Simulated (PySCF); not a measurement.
C₃H₁₀AlNO, singlet, geometry from GFN2-xTB (such geometries of metal compounds can be far from the true shape); HF/6-31G, polarisability by finite fields in PySCF.

PySCF was given this input:
```python
from pyscf import gto, scf

mol = gto.M(
    atom='''
Al   -0.402209   -0.072857   -0.668612
C    -0.671345   -1.941156   -1.308531
H     0.271552   -2.455114   -1.498348
H    -1.238685   -1.936403   -2.240272
H    -1.220358   -2.551179   -0.590410
O    -1.003492    1.196189   -1.522360
H    -1.325588    1.964423   -1.970340
N     0.510255    0.233009    0.863098
C     1.062729   -0.843409    1.657025
C     0.779483    1.532189    1.442949
H     2.152784   -0.752158    1.749232
H     0.639784   -0.849581    2.670004
H     0.832640   -1.794736    1.178289
H     0.345212    1.617702    2.447716
H     1.858829    1.715165    1.526569
H     0.343489    2.302703    0.808055
''',
    basis='6-31g',
    charge=0,
    spin=0,
    verbose=4,
)

mf = scf.RHF(mol)
mf.conv_tol = 1e-11
mf.kernel()
h0, z, done = mf.get_hcore(), mol.intor('int1e_r')[2], []
def energy(F):
    f = mf.copy()
    f.scf_summary = {}
    f.get_hcore = lambda *a: h0 + F * z
    e = f.kernel(mf.make_rdm1())
    done.append(f.converged)
    return e
F = 0.05
alpha = -(energy(F) + energy(-F) - 2 * mf.e_tot) / F**2
print('alpha_zz =', alpha)
```

What the program printed (banner, timings and long lists left out):

```
PySCF version 2.14.0

[INPUT] verbose = 4
[INPUT] num. atoms = 16
[INPUT] num. electrons = 56
[INPUT] charge = 0
[INPUT] spin (= nelec alpha-beta = 2S) = 0
[INPUT] symmetry False subgroup None
[INPUT] Mole.unit = angstrom
[INPUT] Symbol           X                Y                Z      unit          X                Y                Z       unit  Magmom
[...]
nuclear repulsion = 298.012207386478
number of shells = 52
number of NR pGTOs = 196
number of NR cGTOs = 78
basis = 6-31g
ecp = {}

******** <class 'pyscf.scf.hf.RHF'> ********
method = RHF
initial guess = minao
damping factor = 0
level_shift factor = 0
DIIS = <class 'pyscf.scf.diis.CDIIS'>
diis_start_cycle = 1
diis_space = 8
diis_damp = 0
SCF conv_tol = 1e-11
SCF conv_tol_grad = None
SCF max_cycles = 50
direct_scf = True
direct_scf_tol = 1e-13
Set gradient conv threshold to 3.16228e-06
Initial guess from minao.
init E= -491.216029032472
[...]
cycle= 1 E= -490.519371595998  delta_E= 0.697  |g|= 0.592  |ddm|= 3.32
[...]
cycle= 2 E= -490.586143237719  delta_E= -0.0668  |g|= 0.336  |ddm|= 0.671
[...]
cycle= 3 E= -490.608028634993  delta_E= -0.0219  |g|= 0.0511  |ddm|= 0.242
[...]
cycle= 4 E= -490.608973583979  delta_E= -0.000945  |g|= 0.00854  |ddm|= 0.0884
[...]
cycle= 5 E= -490.608999932999  delta_E= -2.63e-05  |g|= 0.00248  |ddm|= 0.0131
[...]
cycle= 6 E= -490.609003434953  delta_E= -3.5e-06  |g|= 0.000776  |ddm|= 0.00644
[...]
cycle= 7 E= -490.609003746361  delta_E= -3.11e-07  |g|= 0.000295  |ddm|= 0.00155
[...]
cycle= 8 E= -490.609003795373  delta_E= -4.9e-08  |g|= 4.63e-05  |ddm|= 0.000681
[...]
cycle= 9 E= -490.609003797213  delta_E= -1.84e-09  |g|= 1.12e-05  |ddm|= 0.000147
[...]
cycle= 10 E= -490.609003797282  delta_E= -6.96e-11  |g|= 4.18e-06  |ddm|= 2.57e-05
[...]
cycle= 11 E= -490.609003797291  delta_E= -8.64e-12  |g|= 9.02e-07  |ddm|= 8.6e-06
[...]
Extra cycle  E= -490.609003797289  delta_E= 1.82e-12  |g|= 3.88e-07  |ddm|= 1.45e-06
converged SCF energy = -490.609003797289

******** <class 'pyscf.scf.hf.RHF'> ********
method = RHF
initial guess = minao
damping factor = 0
level_shift factor = 0
DIIS = <class 'pyscf.scf.diis.CDIIS'>
diis_start_cycle = 1
diis_space = 8
diis_damp = 0
SCF conv_tol = 1e-11
SCF conv_tol_grad = None
SCF max_cycles = 50
direct_scf = True
direct_scf_tol = 1e-13
Overwritten attributes  get_hcore  of <class 'pyscf.scf.hf.RHF'>
Set gradient conv threshold to 3.16228e-06
init E= -490.605412639929
[...]
cycle= 1 E= -490.676540598135  delta_E= -0.0711  |g|= 0.0995  |ddm|= 1.07
[...]
cycle= 2 E= -490.682829185642  delta_E= -0.00629  |g|= 0.0398  |ddm|= 0.272
[...]
cycle= 3 E= -490.684136982261  delta_E= -0.00131  |g|= 0.0333  |ddm|= 0.139
[...]
cycle= 4 E= -490.684676922594  delta_E= -0.00054  |g|= 0.00923  |ddm|= 0.08
[...]
cycle= 5 E= -490.684800695806  delta_E= -0.000124  |g|= 0.00535  |ddm|= 0.0502
[...]
cycle= 6 E= -490.684838279899  delta_E= -3.76e-05  |g|= 0.00169  |ddm|= 0.0341
[...]
cycle= 7 E= -490.684843069069  delta_E= -4.79e-06  |g|= 0.000557  |ddm|= 0.0143
[...]
cycle= 8 E= -490.684843411733  delta_E= -3.43e-07  |g|= 0.000176  |ddm|= 0.00352
[...]
cycle= 9 E= -490.684843453896  delta_E= -4.22e-08  |g|= 3.58e-05  |ddm|= 0.00144
[...]
cycle= 10 E= -490.684843455413  delta_E= -1.52e-09  |g|= 8.33e-06  |ddm|= 0.000189
[...]
cycle= 11 E= -490.684843455493  delta_E= -7.9e-11  |g|= 2.78e-06  |ddm|= 4.58e-05
[...]
cycle= 12 E= -490.684843455498  delta_E= -5.46e-12  |g|= 1.09e-06  |ddm|= 8.52e-06
[...]
Extra cycle  E= -490.684843455497  delta_E= 1.36e-12  |g|= 6.1e-07  |ddm|= 2.41e-06
converged SCF energy = -490.684843455497

******** <class 'pyscf.scf.hf.RHF'> ********
method = RHF
initial guess = minao
damping factor = 0
level_shift factor = 0
DIIS = <class 'pyscf.scf.diis.CDIIS'>
diis_start_cycle = 1
diis_space = 8
diis_damp = 0
SCF conv_tol = 1e-11
SCF conv_tol_grad = None
SCF max_cycles = 50
direct_scf = True
direct_scf_tol = 1e-13
Set gradient conv threshold to 3.16228e-06
init E= -490.612594954651
[...]
cycle= 1 E= -490.680183549051  delta_E= -0.0676  |g|= 0.0862  |ddm|= 1.09
[...]
cycle= 2 E= -490.685176563775  delta_E= -0.00499  |g|= 0.0326  |ddm|= 0.256
[...]
cycle= 3 E= -490.685929700273  delta_E= -0.000753  |g|= 0.0169  |ddm|= 0.115
[...]
cycle= 4 E= -490.686037377244  delta_E= -0.000108  |g|= 0.00317  |ddm|= 0.0352
[...]
cycle= 5 E= -490.686044734988  delta_E= -7.36e-06  |g|= 0.00127  |ddm|= 0.01
[...]
cycle= 6 E= -490.686045693102  delta_E= -9.58e-07  |g|= 0.00036  |ddm|= 0.0034
[...]
cycle= 7 E= -490.68604581015  delta_E= -1.17e-07  |g|= 0.000107  |ddm|= 0.0014
[...]
cycle= 8 E= -490.686045817288  delta_E= -7.14e-09  |g|= 3.65e-05  |ddm|= 0.000307
[...]
cycle= 9 E= -490.686045818099  delta_E= -8.11e-10  |g|= 8.84e-06  |ddm|= 8.84e-05
[...]
cycle= 10 E= -490.686045818175  delta_E= -7.57e-11  |g|= 2.72e-06  |ddm|= 2.92e-05
[...]
cycle= 11 E= -490.68604581818  delta_E= -5.68e-12  |g|= 8.79e-07  |ddm|= 6.98e-06
[...]
Extra cycle  E= -490.686045818176  delta_E= 4.55e-12  |g|= 4.14e-07  |ddm|= 1.9e-06
converged SCF energy = -490.686045818176
alpha_zz = 61.15267163768293
```
